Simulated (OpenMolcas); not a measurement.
4f¹⁰ along the 64-electron sequence

```json
{
  "Program": "OpenMolcas 26.06",
  "Method": "MS-CASPT2, IPEA 0.25 Eh, imaginary shift 0.1 Eh",
  "Basis": "ANO-R3",
  "Scalar Hamiltonian": "X2C, finite nucleus",
  "Spin-orbit coupling": "state interaction with AMFI integrals over the reference wave functions, term energies averaged over their components"
}
```

Active space for each ion: 10 electrons in 7 orbitals (4f); closed shells correlated by CASPT2: 5s 5p.

Computed levels in cm-1 above ⁵I₈:

| Level | Dy2+ | Ho3+ | Er4+ |
| --- | --- | --- | --- |
| ⁵I₇ | 4340 | 5200 | 6150 |
| ⁵I₆ | 7380 | 8820 | 10380 |
| ⁵I₅ | 9610 | 11440 | 13360 |
| ⁵I₄ | 11390 | 13550 | 15830 |
| ⁵F₅ | 14260 | 16440 | 18340 |
| ⁵S₂ | 16400 | 19110 | 21310 |
| ⁵F₄ | 16980 | 19700 | 22190 |
| ⁵F₃ | 18680 | 21730 | 24580 |
| ³K₈(1) | 19040 | 22050 | 24630 |
| weight of ⁵I in the lowest level (%) | 94 | 93 | 93 |

Mixed levels, with the weight of the term that names them: Dy2+ ⁵S₂ (74 %), Ho3+ ⁵S₂ (69 %), Er4+ ⁵S₂ (65 %), Er4+ ³K₈(1) (73 %).

The fine-structure level ⁵I₄ changes by a factor of 1.39 from Dy2+ to Er4+. Its fourth root runs 10.33, 10.79, 11.22, with steps per unit of Z of 0.46, 0.43; equal steps would mean a (Z - σ)^4 law with constant σ.

⁵F₅ changes by a factor of 1.29 over the same range, with steps per unit of Z of +2180, +1900 cm-1.

CASPT2 does not keep the components of a term degenerate, so their means are used; among the terms shown or strongly mixed into the levels shown the widest spread is 910 cm-1 (4f¹⁰ ⁵I, Dy2+). Blocks of more than 70 roots (2S+1 = 3 even, 1 even) ran without multistate coupling. High states are left out of the spin-orbit mixing, which shifts the levels that they would mix with. The CASPT2 spread within a term exceeds the gap to the next term for 4f¹⁰ ⁵S and 4f¹⁰ ⁵F, so the order of their levels is uncertain, and so are names and mixing where such terms share a J (holds for Ho3+). Levels of configurations outside the active space are missing.

A number in round brackets counts repeated terms of one configuration in the order of the reference energies.
